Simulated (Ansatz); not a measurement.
`CBCSC` + PH₃ → `CBP` + `CSC` at 400 K and 1 bar (ligand exchange at a B–C bond).

Gas-phase electronic energies from Ansatz, PBE0-D4/def2-TZVP geometries. CCSD(T)/CBS is the MP2 limit (def2-TZVPP, def2-QZVPP) plus CCSD(T) − MP2 in def2-TZVPP, frozen cores. This one scheme is used for every species. One conformer a species, not always the lowest.

| species | CCSD(T)/CBS energy (Eh) | H − E (kJ/mol) | S (J/(mol·K)) |
| --- | --- | --- | --- |
| `CBCSC` | -542.14275 | 337.2 | 408.6 |
| PH₃ | -342.72256 | 77.1 | 221.7 |
| `CBP` | -407.38441 | 199.8 | 324.2 |
| `CSC` | -477.48821 | 222.1 | 306.3 |

H − E and S are ideal-gas, rigid-rotor, harmonic terms from PBE0-D4/def2-TZVP, for one conformer and one mirror image of each species. 1 Eh = 2625.50 kJ/mol, R = 8.31446 J/(mol·K).

Q: By hand: ΔE, ΔH, ΔS and ΔG.

A: ΔE = (-407.38441) + (-477.48821) − (-542.14275) − (-342.72256) = -0.00731 Eh = -19.2 kJ/mol. Δ(H − E) = 199.8 + 222.1 − 337.2 − 77.1 = 7.6, so ΔH = -11.6 kJ/mol. ΔS = 324.2 + 306.3 − 408.6 − 221.7 = 0.2 J/(mol·K). ΔG = -11.6 − 400 × (0.2)/1000 = -11.7 kJ/mol.

Q: By hand: the equilibrium constant, and the temperature at which ΔG would vanish if ΔH and ΔS stayed fixed.

A: log₁₀ K = −ΔG/(RT ln 10) = 1.5. ΔH and −TΔS have one sign here, so there is no such temperature. One of them is within its doubt of zero, so this could turn.

The number of gas molecules stays the same, so ΔS is small and ΔH decides. A doubt of 5 kJ/mol in ΔE shifts log₁₀ K by 0.7 here. Other conformers and mirror images would add mixing entropy, several J/(mol·K) or more a flexible species. Modes under 60 cm⁻¹, often nearly free rotors, make the harmonic entropy too high. These are equilibria of isolated gas molecules and say nothing of rates. Largest T1 diagnostic: 0.015 (customary marks: 0.02 for closed shells, 0.045 for open ones).
